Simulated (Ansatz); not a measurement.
Cost and result for the atomization energy of C₂H₁₀AlNSi (15 atoms, 15 bonds).

| atom | x (Å) | y (Å) | z (Å) |
| --- | --- | --- | --- |
| C1 | -2.2094 | 0.1744 | -0.2198 |
| Al2 | -0.2863 | -0.1966 | -0.1504 |
| Si3 | 0.7782 | -1.8088 | 1.3613 |
| C4 | 0.9137 | 0.6596 | -1.4364 |
| N5 | 0.8288 | 1.4711 | -0.1506 |
| H6 | -2.4345 | 1.0556 | -0.8289 |
| H7 | -2.6301 | 0.3395 | 0.7764 |
| H8 | -2.7555 | -0.6665 | -0.6592 |
| H9 | 2.2292 | -1.4856 | 1.5474 |
| H10 | 0.1914 | -1.8503 | 2.7353 |
| H11 | 0.7393 | -3.2147 | 0.8568 |
| H12 | 0.5375 | 1.2427 | -2.2740 |
| H13 | 1.9361 | 0.3449 | -1.6274 |
| H14 | 1.7059 | 1.5329 | 0.3470 |
| H15 | 0.4557 | 2.4017 | -0.2774 |

Total charge 0; spin multiplicity 1. The bonds changed during the relaxation, so this is another structure than the one it started from. All single points use the PBE0-D4/def2-TZVP geometry. It is one conformer, not always the lowest. Program: Ansatz. All runs use 4 threads of an AMD EPYC 9R45 on a shared host. Times are those of one run each, without the atoms' runs, and a repeat can differ threefold. Electronic energies, without spin–orbit coupling; frozen cores. CCSD(T)/CBS adds CCSD(T) − MP2 in def2-TZVPP to the MP2 limit, and its time is that of the two runs behind it. T1 = 0.011. B3LYP takes the VWN-RPA correlation (the form of Gaussian; ORCA's B3LYP/G). HSE06 is the plane-wave form, built on full-range PBE exchange.

CCSD(T)/CBS is a level of theory with its own doubt, some kJ/mol a heavy atom from the limit and from the frozen cores, so smaller differences don't rank the functionals.

```
                            level  functions  wall time
             revPBE-D4/def2-TZVPP        317      1.3 s
               BLYP-D4/def2-TZVPP        317      1.3 s
               PBE0-D4/def2-TZVPP        317      1.9 s
              HSE06-D4/def2-TZVPP        317      2.1 s
          CAM-B3LYP-D4/def2-TZVPP        317      2.3 s
            r2SCANh-D4/def2-TZVPP        317      2.8 s
B3LYP-D4/def2-TZVPP (with forces)        317      3.1 s
                B2PLYP/def2-TZVPP        317      3.3 s
                 CCSD(T)/def2-SVP        128      3.3 s
 ωB97M-V/def2-TZVPP (with forces)        317      6.5 s
                   MP2/def2-QZVPP        611       16 s
               CCSD(T)/def2-TZVPP        317    4.5 min
                CCSD(T)/CBS(def2)          –    4.8 min
```

(1) What atomization energy does each give, and how far from CCSD(T)/CBS? (Estimate.)

Results:

(1) Ansatz gave: 
```csv
level,atomization (kcal/mol),difference from CCSD(T)/CBS,per bond
revPBE-D4/def2-TZVPP,1193.7,-14.1,-0.9
BLYP-D4/def2-TZVPP,1199.8,-8.0,-0.5
PBE0-D4/def2-TZVPP,1205.4,-2.4,-0.2
HSE06-D4/def2-TZVPP,1206.0,-1.8,-0.1
CAM-B3LYP-D4/def2-TZVPP,1212.9,5.1,0.3
r2SCANh-D4/def2-TZVPP,1203.3,-4.5,-0.3
B3LYP-D4/def2-TZVPP (with forces),1208.4,0.6,0.0
B2PLYP/def2-TZVPP,1192.2,-15.6,-1.0
CCSD(T)/def2-SVP,1140.6,-67.2,-4.5
ωB97M-V/def2-TZVPP (with forces),1210.5,2.7,0.2
MP2/def2-QZVPP,1197.3,-10.5,-0.7
CCSD(T)/def2-TZVPP,1177.8,-30.0,-2.0
CCSD(T)/CBS(def2),1207.8,0.0,0.0
```

Leaving LDA and LC-ωPBE aside and taking each functional with its dispersion term where it has one, the values, not all of them listed here, spread over 33.2 kcal/mol, from BHLYP-D4 to PBE-D4. LDA lies +146.6 kcal/mol from PBE without D4, its usual overbinding. From PBE to PBE0 (25 % exact exchange), in def2-TZVPP and without D4, the atomization energy moves by −11.0 kcal/mol: exact exchange takes away binding that semilocal exchange gives to molecules. In def2-TZVPP, CCSD(T) changes the Hartree–Fock value by +288.9 kcal/mol (the triples alone add +14.1 kcal/mol) and MP2 by +290.7 kcal/mol; breaking electron pairs costs correlation energy, which Hartree–Fock lacks.
